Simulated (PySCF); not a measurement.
C2H9Al2NO2, SMILES [CH3][Al]([CH3])[NH][Al]([OH])[OH] at its GFN2-xTB optimised geometry (Å):

```
16

Al     1.0259     0.3189    -0.0014
C      2.8349    -0.5209    -0.0053
C      0.6485     2.2763     0.0014
N     -0.3687    -0.8218     0.0000
Al    -2.1760    -0.8218     0.0000
O     -2.8845    -2.3138    -0.0004
O     -3.0945     0.5576     0.0000
H      2.9892    -1.1671    -0.8753
H      3.0019    -1.1483     0.8759
H      3.6308     0.2283    -0.0188
H      0.0760     2.5696     0.8875
H      0.0408     2.5631    -0.8632
H      1.5507     2.8944    -0.0186
H     -0.0777    -1.7976     0.0008
H     -3.6308    -2.8944    -0.0008
H     -3.0625     1.5028     0.0000
```

Calculation: PySCF with PBE0/def2-TZVP. Cells within 0.4 Å of a nucleus heavier than hydrogen are left out (blank, or x).

Map of the LUMO amplitude (bohr^(-3/2)) on the plane z = 0.0 Å; orbital energy -0.24 eV, overall sign arbitrary:

```
|66666666666666666666666666666|
|66666666666666666666666666666|
|66666666666666666666666666666|
|66666666666677777777766666666|
|66666666667777777777776666666|
|66666777777777777777777666666|
|66667777777777777787777766666|
|66677778887777666787777766666|
|667778888887765xx677777776666|
|667788999888764xx467777777666|
|67778899888876422466777777666|
|67777777678877655566777777766|
|6777775x268887776666667777766|
|677776xx16787777xx65557777776|
|6777776457875567x554246777776|
|677788777x762x467753xx6777776|
|67778888xx650xx677643x6777776|
|77778877767632477775566777766|
|77777753478766788876667777766|
|7778763xx67888888877777777666|
|7778885x467888888777777777666|
|77788986677888887777777766666|
|67788987777777777777766666666|
|67778887777777777766666666666|
|66777777777777766666666666666|
|66677777777666666666666666666|
|66666777666666666666666666666|
|66666666666666666666666666666|
|66666666666666666666666666666|
```
Scale: ten equal steps from -0.097 (start of '0') to 0.048 (end of '9'), in the order '0123456789'; x runs from -6.00 to 6.00, y from -6.00 (bottom) to 6.00 (top).
